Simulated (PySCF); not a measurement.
# Core-level binding energies of `CS[SiH2]O`

CH6OSSi.
Bonds: C1–S2, S2–Si3, Si3–O4. Hydrogens: H5, H6, H7 on C1; H8, H9 on Si3; H10 on O4.

Method used: PySCF, delta-SCF UKS SCAN, pcX-2 on the ionised atom, pcseg-1 elsewhere, spin-free X2C. Vertical ΔSCF values, vacuum level as zero.

Q: List the computed XPS lines with their assignment.

A: 
```
atom(s)     bonded to     level  binding energy (eV)  2p1/2 (eV)  count
    Si3  O, S and 2 H  Si 2p3/2               107.58      108.20      1
     C1     S and 3 H      C 1s               291.51           –      1
     O4      H and Si      O 1s               538.85           –      1
    Si3  O, S and 2 H     Si 1s              1847.49           –      1
     S2      C and Si      S 1s              2476.60           –      1
```

Q: Which photon energy gives electrons from C 1s of C1 a kinetic energy of 200 eV, and what is their de Broglie wavelength?

A: hν = 291.51 + 200 = 491.51 eV, recoil neglected; λ = 12.264 Å/√(E/eV) = 0.87 Å.

Not every level is listed. The 2p values aren't plain energy differences: one relaxed spin-free 2p hole is combined with a matrix within the shell (ground-state 2p orbital-energy differences and spin–orbit coupling). 2p3/2, the mean of its two sublevels, lies a third of the splitting below the shell's mean and 2p1/2 two thirds above it; the statistical areas are 2:1. 2p1/2 minus 2p3/2 (ligand field included): Si 0.63 eV. One conformer (not necessarily the lowest) at the GFN2-xTB geometry, without solvent, vibrations or thermal averaging. GFN2-xTB frequencies show an imaginary mode (63i cm⁻¹), so this geometry is no minimum at that level.

Conformer computed: `[CH3:1][S:2][SiH2:3][OH:4]`: C1–S2–Si3–O4 180°, H–O4–Si3–S2 0°.
